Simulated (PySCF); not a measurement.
Input file for PySCF: D3(BJ) and D4 dispersion corrections on CH6Si (SMILES C[SiH3]).

```python
from pyscf import gto
from pyscf.dispersion import dftd3, dftd4

mol = gto.M(
    atom='''
    C     1.47173169   -0.16812762    4.21384928
    Si   -0.38943627   -0.04078312    4.01381468
    H     1.74469980   -1.10595530    4.70115406
    H     1.85152848    0.65169332    4.82634452
    H     1.98027067   -0.13036736    3.24908060
    H    -0.90862716   -1.15814060    3.18857514
    H    -0.76302775    1.23498953    3.35668704
    H    -1.05328924   -0.09351300    5.33912233
    ''',
    basis='def2-svp',
    charge=0, spin=0, verbose=0, max_memory=1800)
d3, d4 = {}, {}
for xc in ['hf', 'pbe', 'blyp', 'revpbe', 'tpss', 'r2scan', 'b3lyp', 'pbe0', 'bhlyp', 'camb3lyp', 'b2plyp']:
    d3[xc] = float(dftd3.DFTD3Dispersion(mol, xc=xc, version='d3bj', atm=False).get_dispersion()['energy'])
    print(f'D3(BJ) {xc:10s} {d3[xc]:14.8f} Eh')
for xc in ['hf', 'pbe', 'blyp', 'revpbe', 'tpss', 'r2scan', 'b3lyp', 'pbe0', 'bhlyp', 'camb3lyp', 'b2plyp']:
    d4[xc] = float(dftd4.DFTD4Dispersion(mol, xc={'camb3lyp': 'cam-b3lyp'}.get(xc, xc), atm=True).get_dispersion()['energy'])
    print(f'D4     {xc:10s} {d4[xc]:14.8f} Eh')
```

The log:

```
D3(BJ) hf            -0.03758897 Eh
D3(BJ) pbe           -0.00419011 Eh
D3(BJ) blyp          -0.00900759 Eh
D3(BJ) revpbe        -0.01084079 Eh
D3(BJ) tpss          -0.00523106 Eh
D3(BJ) r2scan        -0.00109697 Eh
D3(BJ) b3lyp         -0.00735626 Eh
D3(BJ) pbe0          -0.00356041 Eh
D3(BJ) bhlyp         -0.00579755 Eh
D3(BJ) camb3lyp      -0.00314662 Eh
D3(BJ) b2plyp        -0.00338985 Eh
D4     hf            -0.01454110 Eh
D4     pbe           -0.00374101 Eh
D4     blyp          -0.00848681 Eh
D4     revpbe        -0.01273247 Eh
D4     tpss          -0.00506334 Eh
D4     r2scan        -0.00087961 Eh
D4     b3lyp         -0.00603901 Eh
D4     pbe0          -0.00309634 Eh
D4     bhlyp         -0.00433854 Eh
D4     camb3lyp      -0.00308680 Eh
D4     b2plyp        -0.00258166 Eh
```

The run finished.

Cost: very roughly 0.020 core-seconds.
